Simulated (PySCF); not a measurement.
Ge(CF3)4, C4F12Ge, SMILES F[C](F)(F)[Ge]([C](F)(F)F)([C](F)(F)F)[C](F)(F)F (GFN2-xTB optimised geometry):

```
17

F     -2.573    -1.778     1.714
C     -1.243    -1.749     1.700
F     -0.828    -1.119     2.797
F     -0.798    -3.002     1.747
Ge    -0.549    -0.785     0.000
C      1.525    -0.785     0.000
F      1.997    -2.027    -0.061
F      1.992    -0.216     1.109
F      1.995    -0.109    -1.046
C     -1.252    -1.757    -1.692
F     -0.838    -1.139    -2.795
F     -2.583    -1.779    -1.701
F     -0.816    -3.013    -1.731
C     -1.234     1.173     0.000
F     -1.955     1.420    -1.091
F     -0.213     2.027     0.026
F     -1.997     1.404     1.065
```

Method: PySCF with CAM-B3LYP/def2-SVP.

What are the frontier orbital energies and the dipole moment?

HOMO-2 -11.17 eV, HOMO-1 -11.15 eV, HOMO -11.15 eV, LUMO 0.69 eV, LUMO+1 0.70 eV; dipole moment 0.02 D.

Meta-Löwdin charges at CAM-B3LYP/def2-SVP: F1 -0.25, C2 0.60, F3 -0.25, F4 -0.25, Ge5 0.56, C6 0.60, F7 -0.25, F8 -0.25, F9 -0.25, C10 0.60, F11 -0.25, F12 -0.25, F13 -0.25, C14 0.60, F15 -0.25, F16 -0.25, F17 -0.25.
